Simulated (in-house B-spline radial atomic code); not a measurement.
Checks on a self-consistent run for the palladium ion Pd⁶⁺, [Ne] 3s2 (3p1/2)1 (3p3/2)3 3d10 4s2 4p6 4d6. Computed with an all-electron radial atomic-structure program (B-spline basis): Dirac-Hartree-Fock, average of the jj configuration, Fermi nucleus of rms radius 4.5318 fm.

| orbital | q | ε (Eh) | <1/r> | <r²> | small-component weight |
| --- | --- | --- | --- | --- | --- |
| 1s1/2 | 2 | -906.78174 | 48.2478 | 0.00136984 | 0.028358 |
| 2s1/2 | 2 | -140.57404 | 11.1274 | 0.0223614 | 0.0059532 |
| 2p1/2 | 2 | -130.43126 | 11.0566 | 0.0168822 | 0.0059167 |
| 2p3/2 | 4 | -124.58594 | 10.4272 | 0.0181935 | 0.0056939 |
| 3s1/2 | 2 | -30.52963 | 3.93375 | 0.158687 | 0.0017088 |
| 3p1/2 | 1 | -26.91351 | 3.82739 | 0.156382 | 0.0016447 |
| 3p3/2 | 3 | -25.73237 | 3.67685 | 0.164918 | 0.0015873 |
| 3d3/2 | 4 | -18.59388 | 3.52154 | 0.141625 | 0.0014759 |
| 3d5/2 | 6 | -18.46293 | 3.48192 | 0.143996 | 0.0014581 |
| 4s1/2 | 2 | -7.82267 | 1.5453 | 0.896405 | 0.00045529 |
| 4p1/2 | 2 | -6.36384 | 1.46514 | 0.998747 | 0.0004259 |
| 4p3/2 | 4 | -6.17166 | 1.42579 | 1.04189 | 0.00041431 |
| 4d3/2 | 2.4 | -3.99377 | 1.20282 | 1.37025 | 0.00030585 |
| 4d5/2 | 3.6 | -3.96497 | 1.1919 | 1.38991 | 0.00030176 |

Electron-electron repulsion V_ee = 1712.2527 hartree.

What total energy follows from the eigenvalues?

The eigenvalues count the repulsion twice, so E = Σqε - V_ee = -3281.159 - 1712.253 = -4993.412 hartree; the run printed -4993.412.

Does the Dirac virial theorem hold?

For a point nucleus E = -2c²Σq·w, with w the small-component weight. Here Σq·w = 0.13295 and c = 137.0360, so the ratio E/(-2c²Σq·w) is 1.000037; the finite nucleus accounts for the departure from 1.

What diamagnetic shielding (Lamb formula) and susceptibility (Langevin formula) do the radii give?

σ = (α²/3)Σq<1/r> = 259.177/(3·137.036²) = 4600.5 ppm, and χ = -0.79199×10⁻⁶·Σq<r²> = -14.89×10⁻⁶ cm³/mol with Σq<r²> = 18.803 bohr². Both are non-relativistic formulas without the paramagnetism of open shells.
